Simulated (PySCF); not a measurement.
SbF5, SMILES [F][Sb]([F])([F])([F])[F].

Geometry: B3LYP-D3(BJ)/def2-SVP. The isomer is the one that the SMILES or the coordinates give; other isomers of the formula were not compared. The def2 effective core potentials stand for the cores of Sb; spin–orbit coupling is left out.

Method: TDA-LC-ωPBE/def2-SVPD run with PySCF 2.14.0.

Vertical excitations; the highest root listed may be one member of a degenerate set. Isolated molecule, no solvent. State labels are in the subgroup C2v.

```json
[
 {"state": "S1", "symmetry": "A2", "energy (eV)": "6.54", "λ (nm)": "190", "f": "0.000", "main pairs": "HOMO→LUMO (degenerate set)"},
 {"state": "S2", "symmetry": "B2", "energy (eV)": "6.54", "λ (nm)": "190", "f": "0.000", "main pairs": "HOMO−1→LUMO (degenerate set)"},
 {"state": "S3", "symmetry": "B1", "energy (eV)": "6.99", "λ (nm)": "177", "f": "0.011", "main pairs": "HOMO−2→LUMO (degenerate set)"},
 {"state": "S4", "symmetry": "A1", "energy (eV)": "6.99", "λ (nm)": "177", "f": "0.011", "main pairs": "HOMO−3→LUMO (degenerate set)"},
 {"state": "S5", "symmetry": "B1", "energy (eV)": "7.28", "λ (nm)": "170", "f": "0.000", "main pairs": "HOMO−6→LUMO 94 %"},
 {"state": "S6", "symmetry": "B2", "energy (eV)": "7.41", "λ (nm)": "167", "f": "0.093", "main pairs": "HOMO−5→LUMO 89 %"},
 {"state": "S7", "symmetry": "A1", "energy (eV)": "7.77", "λ (nm)": "160", "f": "0.094", "main pairs": "HOMO−7→LUMO (degenerate set)"},
 {"state": "S8", "symmetry": "B1", "energy (eV)": "7.77", "λ (nm)": "160", "f": "0.094", "main pairs": "HOMO−8→LUMO (degenerate set)"},
 {"state": "S9", "symmetry": "B2", "energy (eV)": "7.83", "λ (nm)": "158", "f": "0.000", "main pairs": "HOMO−9→LUMO (degenerate set)"},
 {"state": "S10", "symmetry": "A2", "energy (eV)": "7.83", "λ (nm)": "158", "f": "0.000", "main pairs": "HOMO−10→LUMO (degenerate set)"},
 {"state": "T1", "symmetry": "A2", "energy (eV)": "6.03", "λ (nm)": "205", "f": "0", "main pairs": "HOMO→LUMO (degenerate set)"},
 {"state": "T2", "symmetry": "B2", "energy (eV)": "6.03", "λ (nm)": "205", "f": "0", "main pairs": "HOMO−1→LUMO (degenerate set)"},
 {"state": "T3", "symmetry": "A1", "energy (eV)": "6.34", "λ (nm)": "195", "f": "0", "main pairs": "HOMO−4→LUMO 94 %"},
 {"state": "T4", "symmetry": "B1", "energy (eV)": "6.37", "λ (nm)": "195", "f": "0", "main pairs": "HOMO−2→LUMO 93 %"}
]
```
Triplets are in the Tamm–Dancoff approximation.
